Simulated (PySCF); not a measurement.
Si(CF3)(H)3 (CH₃F₃Si), SMILES FC(F)(F)[SiH3]. Atoms are numbered in the order given.

```xyz
8

Si     0.0000     0.0000    -1.5150
C      0.0000     0.0000     0.4146
F     -1.0848    -0.6263     0.9116
F      0.0000     1.2526     0.9116
F      1.0848    -0.6263     0.9116
H      0.0000    -1.4159    -1.9637
H      1.2262     0.7079    -1.9637
H     -1.2262     0.7079    -1.9637
```
Charge 0, spin multiplicity 1.

The structure is a stationary point at ωB97X-D3(BJ)/def2-SVP.

These are CAM-B3LYP/def2-TZVP (PySCF) values and carry that method's errors.

ESP charges are fitted to the potential on shells at 1.4 to 2.0 van der Waals radii. Atomic charges (e):

```tsv
atom	Mulliken	ESP fit	Löwdin	meta-Löwdin
Si1	0.18	0.14	0.34	0.50
C2	0.40	0.41	-0.78	0.58
F3	-0.18	-0.17	0.18	-0.28
F4	-0.18	-0.17	0.18	-0.28
F5	-0.18	-0.17	0.18	-0.28
H6	-0.02	-0.01	-0.03	-0.08
H7	-0.02	-0.01	-0.03	-0.08
H8	-0.02	-0.01	-0.03	-0.08
```

Problem. Give the Mayer and Wiberg (Löwdin basis) orders of the bonds. (An estimate is asked for; the answer gives what the named calculation found.)

Solution. 
```tsv
bond	Mayer	Wiberg
Si1–C2	0.93	1.04
C2–F3	1.10	1.77
C2–F4	1.10	1.77
C2–F5	1.10	1.77
Si1–H6	0.96	0.95
Si1–H7	0.96	0.95
Si1–H8	0.96	0.95
```
